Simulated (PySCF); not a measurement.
## Two probes of the same atoms: core binding energy and nuclear shielding

Species: C6H10NOP.
Atom-mapped SMILES: `[CH3:1][c:2]1[cH:3][o:4][c:5]([N:6]([CH3:7])[CH3:8])[p:9]1`

Binding energies: delta-SCF UKS SCAN, pcX-2 on the ionised atom, pcseg-1 elsewhere, spin-free X2C (PySCF 2.14.0). Shieldings: GIAO PBE0/pcSseg-1, non-relativistic, same geometry.

```json
{"atom": "C1", "C 1s (eV)": "290.63"}
{"atom": "C2", "C 1s (eV)": "289.81"}
{"atom": "C3", "C 1s (eV)": "290.85"}
{"atom": "C5", "C 1s (eV)": "292.15"}
{"atom": "C7", "C 1s (eV)": "291.78"}
```

**Question.** What are the absolute isotropic shieldings of these atoms?

**Answer.** 
```csv
atom,environment,C 1s (eV),isotropic shielding (ppm)
C2,substituted aromatic carbon,289.81,42.1
C1,benzylic-type carbon,290.63,169.5
C3,aromatic CH next to a ring oxygen,290.85,47.0
C7,N-methyl carbon,291.78,144.5
C5,aromatic carbon bearing nitrogen,292.15,-17.3
```

**Question.** Among the listed atoms, is the one with the highest binding energy also the least shielded?

**Answer.** Yes: C5 has both (292.15 eV, -17.3 ppm).

By binding energy: C2 < C1 < C3 < C7 < C5. By shielding: C5 < C2 < C3 < C7 < C1.

Of atoms equivalent by bonding only the ionised one is listed; its partners' own values can differ in this conformer. Geometry: PBE0-D3(BJ)/def2-SVP; no solvent, vibrations or thermal averaging.

Conformer computed: `[CH3:1][c:2]1[cH:3][o:4][c:5]([N:6]([CH3:7])[CH3:8])[p:9]1`: O4–C5–N6–C7 175°.
